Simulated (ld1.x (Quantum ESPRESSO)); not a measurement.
Hf: ultrasoft pseudisation with revPBE, scalar-relativistic reference atom.

Input for ld1.x (Quantum ESPRESSO) 7.5:

```
&input
   title='Hf', zed=72., rel=1, dft='REVPBE', iswitch=3,
   config='[Xe] 4f14 5d2 6s1.75 6p0.25',
   nld=3, rlderiv=4.60, eminld=-2.0, emaxld=5.0, deld=0.02
 /
 &inputp
   pseudotype=3, tm=.true., lloc=-1, rcloc=3.40,
   nlcc=.false.,
   file_pseudopw='Hf.UPF', file_wfcaegen='ae.wfc', file_wfcncgen='nc.wfc', file_beta='beta', file_chi='chi', file_wfcusgen='us.wfc'
 /
6
6S  1  0   1.75   0.00  2.00  2.70  0.0
6S  1  0   0.00  -0.10  2.00  2.70  0.0
6P  2  1   0.25   0.00  3.30  4.25  0.0
6P  2  1   0.00   0.20  3.30  4.25  0.0
5D  3  2   2.00   0.00  3.00  3.55  0.0
5D  3  2   0.00   3.85  3.00  3.55  0.0
 &test
   configts(1)='5d2 6s1.75 6p0.25'
 /
```

Command:

```bash
ld1.x < Hf.in > Hf.out
```

Output (shortened: banner, matrices, multipoles, cross overlaps and the repeated all-electron block are left out):

```
Program LD1 v.7.5
     --------------------------- All-electron run ----------------------------

     Hf
     scalar relativistic calculation

     atomic number is 72.00
     dft =REVPBE   lsd =0 sic =0 latt =0  beta=0.20 tr2=1.0E-14
     Exchange-correlation= REVPBE
                           (   1   4   4   4   0   0   0)
     mesh =1271 r(mesh) =  99.31870 a.u. xmin = -7.00 dx = 0.01250
     1 Ry =  13.60569312 eV, c = 137.03599908

     n l     nl                  e(Ry)          e(Ha)          e(eV)
     1 0     1S 1( 2.00)     -4798.7624     -2399.3812    -65290.4892
     2 0     2S 1( 2.00)      -820.7001      -410.3500    -11166.1933
     2 1     2P 1( 6.00)      -720.5261      -360.2631     -9803.2570
     3 0     3S 1( 2.00)      -187.0240       -93.5120     -2544.5914
     3 1     3P 1( 6.00)      -157.1036       -78.5518     -2137.5040
     4 0     4S 1( 2.00)       -37.7047       -18.8523      -512.9982
     4 1     4P 1( 6.00)       -27.8917       -13.9458      -379.4858
     3 2     3D 1(10.00)      -121.7289       -60.8644     -1656.2056
     5 0     5S 1( 2.00)        -4.9526        -2.4763       -67.3842
     5 1     5P 1( 6.00)        -2.6416        -1.3208       -35.9402
     4 2     4D 1(10.00)       -15.2183        -7.6092      -207.0558
     4 3     4F 1(14.00)        -1.2636        -0.6318       -17.1928
     5 2     5D 1( 2.00)        -0.2170        -0.1085        -2.9519
     6 0     6S 1( 1.75)        -0.3894        -0.1947        -5.2986
     6 1     6P 1( 0.25)        -0.1141        -0.0571        -1.5527

     final scf error:  5.8E-15 reached in  27 iterations

     Etot =  -30157.052095 Ry,  -15078.526048 Ha, -410307.596304 eV

     Ekin =   33047.744287 Ry,   16523.872144 Ha,  449637.467180 eV
     Encl =  -74399.429851 Ry,  -37199.714925 Ha,-1012255.811075 eV
     Eh   =   11810.445953 Ry,    5905.222977 Ha,  160689.303288 eV
     Exc  =    -615.812485 Ry,    -307.906243 Ha,   -8378.555698 eV

     normalization and overlap integrals

     s(1S/1S) =  1.000000  <r> =   0.0190  <r2> =    0.0005  r(max) =   0.0120
     s(2S/2S) =  1.000000  <r> =   0.0804  <r2> =    0.0076  r(max) =   0.0679
     s(2P/2P) =  1.000000  <r> =   0.0717  <r2> =    0.0063  r(max) =   0.0556
     s(3S/3S) =  1.000000  <r> =   0.2086  <r2> =    0.0498  r(max) =   0.1917
     s(3P/3P) =  1.000000  <r> =   0.2085  <r2> =    0.0504  r(max) =   0.1893
     s(4S/4S) =  1.000000  <r> =   0.4682  <r2> =    0.2475  r(max) =   0.4375
     s(4P/4P) =  1.000000  <r> =   0.4976  <r2> =    0.2818  r(max) =   0.4599
     s(3D/3D) =  1.000000  <r> =   0.1890  <r2> =    0.0419  r(max) =   0.1550
     s(5S/5S) =  1.000000  <r> =   1.1349  <r2> =    1.4494  r(max) =   1.0109
     s(5P/5P) =  1.000000  <r> =   1.3414  <r2> =    2.0474  r(max) =   1.1599
     s(4D/4D) =  1.000000  <r> =   0.5351  <r2> =    0.3323  r(max) =   0.4716
     s(4F/4F) =  1.000000  <r> =   0.6772  <r2> =    0.5950  r(max) =   0.4542
     s(5D/5D) =  1.000000  <r> =   2.4853  <r2> =    7.7504  r(max) =   1.6876
     s(6S/6S) =  1.000000  <r> =   3.4357  <r2> =   13.4661  r(max) =   2.8888
     s(6P/6P) =  1.000000  <r> =   5.1451  <r2> =   31.1038  r(max) =   3.9982

     ------------------------ End of All-electron run ------------------------

     --------------------- Generating US pseudopotential ---------------------

      Generating local potential from pseudized AE potential:
      Matching radius rcloc =   3.4000

      Local pseudo, rcloc= 3.398 Estimated cut-off energy=     2.09 Ry

      Wfc   6S  rcut= 2.010  Using Troullier-Martins method
      Wfc-us  6S rcutus= 2.714  Estimated cut-off energy=     5.87 Ry

      Wfc   6S  rcut= 2.010  Using Troullier-Martins method
      Wfc-us  6S rcutus= 2.714  Estimated cut-off energy=     6.25 Ry

      Wfc   6P  rcut= 3.315  Using Troullier-Martins method
      Wfc-us  6P rcutus= 4.256  Estimated cut-off energy=     4.18 Ry

      Wfc   6P  rcut= 3.315  Using Troullier-Martins method
      Wfc-us  6P rcutus= 4.256  Estimated cut-off energy=     4.89 Ry

      Wfc   5D  rcut= 2.999  Using Troullier-Martins method
      Wfc-us  5D rcutus= 3.573  Estimated cut-off energy=     9.17 Ry

      Wfc   5D  rcut= 2.999  Using Troullier-Martins method
      Wfc-us  5D rcutus= 3.573  Estimated cut-off energy=    15.03 Ry

     ------------------- End of pseudopotential generation -------------------

     Computing logarithmic derivative in   4.61635
     Computing logarithmic derivative in   4.61635
     Computing the partial wave expansion
     R is outside the sphere for l=    0 j= 0.00
     R is outside the sphere for l=    0 j= 0.00
     R is outside the sphere for l=    1 j= 0.00
     R is outside the sphere for l=    1 j= 0.00
     R is outside the sphere for l=    2 j= 0.00
     R is outside the sphere for l=    2 j= 0.00

     ---------------------- Testing the pseudopotential ----------------------

     Hf
     scalar relativistic calculation

     atomic number is 72.00   valence charge is  4.00
     dft =REVPBE   lsd =0 sic =0 latt =0  beta=0.20 tr2=1.0E-14
     mesh =1271 r(mesh) =  99.31870 xmin = -7.00 dx = 0.01250

     n l     nl             e AE (Ry)        e PS (Ry)    De AE-PS (Ry)
     3 2     5D   1( 2.00)       -0.21696       -0.25273        0.03576  !
     1 0     6S   1( 1.75)       -0.38944       -0.41555        0.02611  !
     2 1     6P   1( 0.25)       -0.11412       -0.12788        0.01375  !

     eps = 4.4E-15  iter = 12

     Etot =  -30157.052095 Ry,  -15078.526048 Ha, -410307.596304 eV
     Etotps =    -5.626609 Ry,      -2.813305 Ha,     -76.553919 eV

     Ekin =       2.061074 Ry,       1.030537 Ha,      28.042346 eV
     Encl =     -11.874942 Ry,      -5.937471 Ha,    -161.566815 eV
     Ehrt =       4.831926 Ry,       2.415963 Ha,      65.741698 eV
     Ecxc =      -1.640236 Ry,      -0.820118 Ha,     -22.316544 eV
     Epseu=       0.995568 Ry,       0.497784 Ha,      13.545397 eV

     ---------------------- End of pseudopotential test ----------------------
```

Generation and configuration tests took about 1.2 s on one core of a shared server CPU.

Transferability test of the new file with ld1.x, input:

```
&input
   title='Hf', zed=72., rel=1, dft='REVPBE', iswitch=2,
   config='[Xe] 4f14 5d2 6s1.75 6p0.25'
 /
 &test
   file_pseudo='Hf.UPF', nconf=8,
   configts(1)='5d2 6s1.75 6p0.25',
   configts(2)='5d2 6s2 6p0',
   configts(3)='5d2 6s1 6p0',
   configts(4)='5d2 6s0 6p0',
   configts(5)='5d2.5 6s1.5 6p0',
   configts(6)='5d1 6s0 6p0',
   configts(7)='5d3 6s1 6p0',
   configts(8)='5d2 6s0 6p2'
 /
```

```bash
ld1.x < Hf.test.in > Hf.test.out
```

Pseudopotential blocks of its output, shortened (energy terms left out):

```
     ---------------------- Testing the pseudopotential ----------------------

     n l     nl             e AE (Ry)        e PS (Ry)    De AE-PS (Ry)
     3 2     5D   1( 2.00)       -0.21696       -0.25273        0.03576  !
     1 0     6S   1( 1.75)       -0.38944       -0.41555        0.02611  !
     2 1     6P   1( 0.25)       -0.11412       -0.12788        0.01375  !

     eps = 4.4E-15  iter = 12

     Etot =  -30157.052095 Ry,  -15078.526048 Ha, -410307.596305 eV
     Etotps =    -5.626609 Ry,      -2.813305 Ha,     -76.553919 eV

     ---------------------- End of pseudopotential test ----------------------
```

The test run then stopped with an error in chargeps: “negative rho”.
